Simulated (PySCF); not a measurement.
silane (H4Si), SMILES [SiH4]. Geometry optimised at TPSSh-D3(BJ)/def2-TZVPD.

TDDFT-LC-ωPBE/def2-TZVPD (PySCF) puts the lowest singlet excitations at 9.35, 9.35, 9.35, 9.60, 9.60, 9.73 eV.

Q: What are the lowest excitation roots from ADC(2)/aug-cc-pVDZ (PySCF)? (An estimate is asked for; the answer gives what the named calculation found.)

A: 9.50, 9.50, 9.50, 9.61, 9.61, 9.61 eV. S1 differs by 0.14 eV (second minus first; roots are paired by order, and the bases may differ).
